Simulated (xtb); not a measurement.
CF₃O₃S (SMILES O=S(=O)([O-])C(F)(F)F), charge -1, singlet, geometry from GFN2-xTB; GFN0-xTB (xtb).

xtb was given this input:
```
$ xtb mol.xyz --gfn 0 --chrg -1 --ohess --json

# file mol.xyz
8

O      1.43759940    -0.31893974     1.17113549
S      0.92357543    -0.03591358    -0.15049648
O      1.20167442     1.28840781    -0.66027026
O      1.03510126    -1.11234754    -1.10960410
C     -0.92892797     0.03612172     0.15136868
F     -1.26275110     0.99198614     1.03329425
F     -1.40924817    -1.11942013     0.63811600
F     -1.61673848     0.29420318    -0.97256107
```

Question: Predict the main parts of the log of this xtb run.

Answer: 
```
   ID    Z sym.   atoms
    1    8 O      1, 3, 4
    2   16 S      2
    3    6 C      5
    4    9 F      6-8

           -------------------------------------------------
          |                Calculation Setup                |
           -------------------------------------------------

           -------------------------------------------------
          |                 G F N 0 - x T B                 |
           -------------------------------------------------

          ...................................................
          :                      SETUP                      :
          :.................................................:
          :  # basis functions                  38          :
          :  # atomic orbitals                  37          :
          :  # shells                           17          :
          :  # electrons                        50          :
          :  electronic temp.          300.0000000     K    :
          :  accuracy                    1.0000000          :
          :  -> integral cutoff          0.2500000E+02      :
          :  -> integral neglect         0.1000000E-07      :
          ...................................................

         :::::::::::::::::::::::::::::::::::::::::::::::::::::
         ::                     SUMMARY                     ::
         :::::::::::::::::::::::::::::::::::::::::::::::::::::
         :: total energy             -28.251224284814 Eh    ::
         :: gradient norm              0.043235322973 Eh/a0 ::
         :: HOMO-LUMO gap              6.966765146832 eV    ::
         ::.................................................::
         :: H0 energy                -26.885126659799 Eh    ::
         :: repulsion energy           0.104420233646 Eh    ::
         :: electrostat energy        -1.430892539633 Eh    ::
         :: -> Gsolv                   0.000000000000 Eh    ::
         ::    -> Gsasa                0.000000000000 Eh    ::
         ::    -> Gshift               0.000000000000 Eh    ::
         :: dispersion energy         -0.003122447983 Eh    ::
         :: short-range corr.         -0.036502871046 Eh    ::
         :: add. restraining           0.000000000000 Eh    ::
         :: total charge              -1.000000000000 e     ::
         :::::::::::::::::::::::::::::::::::::::::::::::::::::

      -----------------------------------------------------------
     |                   =====================                   |
     |                        A N C O P T                        |
     |                   =====================                   |
     |               Approximate Normal Coordinate               |
     |                Rational Function Optimizer                |
      -----------------------------------------------------------
      -----------------------------------------------------------
     |                   =====================                   |
     |                        A N C O P T                        |
     |                   =====================                   |
     |               Approximate Normal Coordinate               |
     |                Rational Function Optimizer                |
      -----------------------------------------------------------

          ...................................................
          :                      SETUP                      :
          :.................................................:
          :   optimization level            normal          :
          :   max. optcycles                   200          :
          :   ANC micro-cycles                  20          :
          :   degrees of freedom                18          :
          :.................................................:
          :   RF solver                   davidson          :
          :   write xtbopt.log                true          :
          :   linear?                        false          :
[...]
 * total energy  :   -28.2512243 Eh     change        0.0000000E+00 Eh
 * total energy  :   -28.2523810 Eh     change       -0.1156731E-02 Eh
 * total energy  :   -28.2532671 Eh     change       -0.8860420E-03 Eh
 * total energy  :   -28.2533356 Eh     change       -0.6852401E-04 Eh
 * total energy  :   -28.2533546 Eh     change       -0.1905452E-04 Eh
 * total energy  :   -28.2533550 Eh     change       -0.3411976E-06 Eh
   *** GEOMETRY OPTIMIZATION CONVERGED AFTER 6 ITERATIONS ***
         :: total energy             -28.253354977680 Eh    ::
[...]
   9:  0.00  10:  0.00  11:  0.00  12:  0.00  13:  0.00  14:  0.00  15:  0.00  16:  0.00
  17:  0.00  18:  0.00  19:  0.00  20:  0.00  21:  0.00  22:  0.00  23:  0.00  24:  0.00
 output can be read by thermo (or use thermo option).
 writing <g98.out> molden fake output.
 recommended (thermochemical) frequency scaling factor: 1.0
           -------------------------------------------------
          |             Thermodynamic Functions             |
           -------------------------------------------------

c3v symmetry found (for desy threshold:  0.10E+00) used in thermo

          ...................................................
          :                      SETUP                      :
          :.................................................:
          :  # frequencies                          18      :
          :  # imaginary freq.                       0      :
          :  linear?                             false      :
          :  only rotor calc.                    false      :
          :  symmetry                              c3v      :
          :  rotational number                       3      :
          :  scaling factor                  1.0000000      :
          :  rotor cutoff                   50.0000000 cm⁻¹ :
          :  imag. cutoff                  -20.0000000 cm⁻¹ :
          :.................................................:

    mode    ω/cm⁻¹     T·S(HO)/kcal·mol⁻¹    T·S(FR)/kcal·mol⁻¹   T·S(vib)
   ------------------------------------------------------------------------
       1     23.16    -1.89105 (  4.40%)    -1.28372 ( 95.60%)    -1.31046
       2    130.21    -0.87746 ( 97.87%)    -0.77288 (  2.13%)    -0.87523
       3    130.21    -0.87744 ( 97.87%)    -0.77288 (  2.13%)    -0.87522
       4    254.43    -0.50676 ( 99.85%)    -0.57449 (  0.15%)    -0.50686
       5    271.34    -0.47336 ( 99.88%)    -0.55544 (  0.12%)    -0.47345
       6    271.34    -0.47336 ( 99.88%)    -0.55544 (  0.12%)    -0.47345
   ------------------------------------------------------------------------

   temp. (K)  partition function   enthalpy   heat capacity  entropy
                                   cal/mol     cal/K/mol   cal/K/mol   J/K/mol
 298.15  VIB   270.                 3497.318     20.994     20.898
         ROT  0.114E+06              888.752      2.981     26.119
         INT  0.308E+08             4386.070     23.975     47.017
         TR   0.176E+28             1481.254      4.968     40.889
         TOT                        5867.3241    28.9428    87.9064   367.8002

       T/K    H(0)-H(T)+PV         H(T)/Eh          T*S/Eh         G(T)/Eh
   ------------------------------------------------------------------------
    298.15    0.935018E-02    0.310599E-01    0.417671E-01   -0.107073E-01
   ------------------------------------------------------------------------

         :::::::::::::::::::::::::::::::::::::::::::::::::::::
         ::                  THERMODYNAMIC                  ::
         :::::::::::::::::::::::::::::::::::::::::::::::::::::
         :: total free energy         -28.264062271148 Eh   ::
         ::.................................................::
         :: total energy              -28.253354977680 Eh   ::
         :: zero point energy           0.021709676301 Eh   ::
         :: G(RRHO) w/o ZPVE           -0.032416969770 Eh   ::
         :: G(RRHO) contrib.           -0.010707293468 Eh   ::
         :::::::::::::::::::::::::::::::::::::::::::::::::::::

optimized geometry written to: xtbopt.xyz

           -------------------------------------------------
          | TOTAL ENERGY              -28.253354977680 Eh   |
          | TOTAL ENTHALPY            -28.222295125317 Eh   |
          | TOTAL FREE ENERGY         -28.264062271148 Eh   |
          | GRADIENT NORM               0.000195038148 Eh/α |
          | HOMO-LUMO GAP               7.403968616174 eV   |
           -------------------------------------------------

normal termination of xtb
```
